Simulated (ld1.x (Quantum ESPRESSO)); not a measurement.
**What one change does to a pseudopotential (P, TM)**

* Element: phosphorus (P)
* Generator: ld1.x (Quantum ESPRESSO) 7.5
* Type: norm-conserving Troullier–Martins (Kleinman–Bylander form)
* Functional: LDA (PZ)
* Relativity: scalar-relativistic
* Frozen core: [Ne]
* Valence charge: 5
* Reference configuration: 3s2 3p3
* Partial waves: 3s (bound): rc 1.15 bohr; 3p (bound): rc 1.65 bohr
* Local potential: all-electron potential smoothed inside 1.00 bohr (lloc = -1)
* Core correction: a·sin(br)/r model core inside 1.05 bohr

All-electron outer shells of the reference configuration (LDA (PZ), scalar-relativistic, ld1.x):

| shell | level (eV) | outermost node (bohr) | outermost maximum (bohr) |
| --- | --- | --- | --- |
| 2s | -173.14 | 0.14 | 0.42 |
| 2p | -124.52 | – | 0.35 |
| 3s | -14.02 | 0.66 | 1.56 |
| 3p | -5.60 | 0.64 | 1.83 |

Change: core correction a·sin(br)/r model core inside 0.90 bohr.

Cutoffs: the cutoffs (Ry, on a coarse ladder) from which the occupation-weighted sum of valence levels, in a spherical-Bessel basis at the reference potential, stays within 10 and 1 mRy of its value at 400 Ry; they do not see the model core or the augmentation charge, which bear on the density cutoff. Errors are all-electron minus pseudo energies relative to the spin-unpolarised reference configuration.

Question: Predict the effect on cutoff, ghosts and configuration errors.

Answer: The potential gets neither clearly harder nor softer (55 Ry and 160 Ry → 55 Ry and 160 Ry); of the 9 tests that both files solve, the error grows in 2 and shrinks in 2 by more than 15 % and 0.3 meV (median size 27.5 → 22.1 meV); neither file shows a bound ghost. A model core, the more so a compact one, raises the density cutoff, which this test does not measure.

| quantity | base | changed |
| --- | --- | --- |
| cutoff, loose | 55 Ry | 55 Ry |
| cutoff, tight | 160 Ry | 160 Ry |
| bound ghosts | none | none |
| error for 3s2 3p2, meV [ΔE 9.82 eV] | +9.4 | +9.0 |
| error for 3s2 3p1, meV [ΔE 29.07 eV] | +74 | +71 |
| error for 3s2 3p0, meV [ΔE 58.96 eV] | +301 | +282 |
| error for 3s2 3p2.5, meV [ΔE 3.82 eV] | +1.5 | +1.4 |
| error for 3s1 3p0, meV [ΔE 111.15 eV] | +768 | +726 |
| error for 3s0 3p5, meV [ΔE 17.14 eV] | -8.9 | -12 |
| error for 3s1 3p4, meV [ΔE 8.50 eV] | -0.5 | -1.0 |
| error for 3s2 3p3 (spin-polarised), meV [ΔE -1.51 eV] | +27 | +22 |
| error for 3s2 3p2 (spin-polarised), meV [ΔE 8.98 eV] | +28 | +23 |
| s: phases at 1.80 bohr within 0.05 rad from the reference energy up to (Ry; the scan ends near 5) | -0.4 | -0.4 |
| p: phases at 1.80 bohr within 0.05 rad from the reference energy up to (Ry; the scan ends near 5) | 3.6 | 3.6 |
